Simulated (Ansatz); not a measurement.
`CBB(C)F` + `C=N` → `CB(F)BC=N` + CH₄  (formal exchange of groups at a B–C bond)

Isolated molecules relaxed with PBE0-D4/def2-TZVP in Ansatz; ΔE leaves out vibrations. CCSD(T)/CBS is the MP2 limit (def2-TZVPP, def2-QZVPP) plus CCSD(T) − MP2 in def2-TZVPP, frozen cores. This one scheme is used for every species. DFT in def2-TZVPP. One conformer a species, not always the lowest.

```
          level  ΔE (kJ/mol)
         PBE-D4        -12.9
        PBE0-D4         -6.7
        ωB97X-V         -3.3
         B2PLYP         -6.3
            PBE        -11.3
           PBE0         -5.3
 MP2/def2-TZVPP         -5.1
CCSD/def2-TZVPP         -2.1
```

(1) What does CCSD(T)/CBS give? (Best estimate.)

Largest T1 diagnostic among the species: 0.015.

Answers

(1) The calculation gave: -4.9 kJ/mol. The listed levels differ from it by -8.0, -1.8, 1.6, -1.4, -6.4, -0.4, -0.2, 2.8 kJ/mol.

In def2-TZVPP, CCSD(T) changes the Hartree–Fock value by −7.6 kJ/mol (the triples alone add −2.8 kJ/mol) and MP2 by −7.8 kJ/mol. From PBE to PBE0 (25 % exact exchange), in def2-TZVPP and without D4, ΔE moves by +6.1 kJ/mol.
